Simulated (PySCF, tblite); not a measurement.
Compound: C5H9N3Si.
Numbering: `[H]/[N:9]=[CH:8]\[CH2:7][SiH2:6]/[N:5]=[C:2](\[CH3:1])[C:3]#[N:4]` (hydrogens: H10, H11, H12 on C1; H13, H14 on Si6; H15, H16 on C7; H17 on C8; H18 on N9)

Jobs on this species (18 atoms, 74 electrons) with PySCF (density fitting) and tblite. Hardware of each: one thread of an Arm Neoverse V1 (shared host). Times come from a shared host and carry two figures at best.

| level and settings | work | basis functions | SCF cycles | wall time |
| --- | --- | --- | --- | --- |
| GFN2-xTB | L-BFGS relaxation | – | – | ? |
| PBE0/pcSseg-1 | shieldings, charges and field gradients, density and orbital grids written | 205 | 14 | 42 s |
| GFN2-xTB | Hessian by finite differences | – | – | 0.73 s |

Q: Fill in the missing figures.

A: 
- GFN2-xTB; L-BFGS relaxation: 1.8 s

Q: What do all jobs in the table cost together?

A: About 45 s; the longest takes about 94 % of that, and about 58 times as long as the shortest.
